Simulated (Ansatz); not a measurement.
`F[SiH2][InH2]` + `[NH2][AlH2]` → `F[SiH2][NH][AlH2]` + `[InH3]` at 298.15 K and 1 bar (cleavage of the Si–In bond).

Program: Ansatz. Geometries: PBE0-D4/def2-TZVP. ΔE: electronic, gas phase. CBS: MP2 limit from def2 TZ/QZ plus the TZ coupled-cluster correction, frozen cores. This one scheme is used for every species. def2 core potentials past Kr. For In outer-core shells are correlated without core-valence functions, which leaves a few kJ/mol of doubt a bond. One conformer a species, not always the lowest.

```tsv
species	CCSD(T)/CBS energy (Eh)	H − E (kJ/mol)	S (J/(mol·K))
`F[SiH2][InH2]`	-581.11562	100.5	335.9
`[NH2][AlH2]`	-299.14566	115.0	251.7
`F[SiH2][NH][AlH2]`	-688.71689	151.7	334.1
`[InH3]`	-191.56739	54.8	229.0
```

H − E and S are ideal-gas, rigid-rotor, harmonic terms from PBE0-D4/def2-TZVP, for one conformer and one mirror image of each species. 1 Eh = 2625.50 kJ/mol, R = 8.31446 J/(mol·K).

Question: By hand: ΔE, ΔH, ΔS and ΔG.

Answer: ΔE = (-688.71689) + (-191.56739) − (-581.11562) − (-299.14566) = -0.02300 Eh = -60.4 kJ/mol. Δ(H − E) = 151.7 + 54.8 − 100.5 − 115.0 = -9.0, so ΔH = -69.4 kJ/mol. ΔS = 334.1 + 229.0 − 335.9 − 251.7 = -24.5 J/(mol·K). ΔG = -69.4 − 298.15 × (-24.5)/1000 = -62.1 kJ/mol.

Question: By hand: the equilibrium constant, and the temperature at which ΔG would vanish if ΔH and ΔS stayed fixed.

Answer: log₁₀ K = −ΔG/(RT ln 10) = 10.9. ΔG = 0 at ΔH/ΔS = 2833 K, far beyond where these terms or the molecules hold.

ΔH outweighs TΔS. A doubt of 5 kJ/mol in ΔE shifts log₁₀ K by 0.9 here. Other conformers and mirror images would add mixing entropy, several J/(mol·K) or more a flexible species. These are equilibria of isolated gas molecules and say nothing of rates. Largest T1 diagnostic: 0.014 (customary marks: 0.02 for closed shells, 0.045 for open ones).
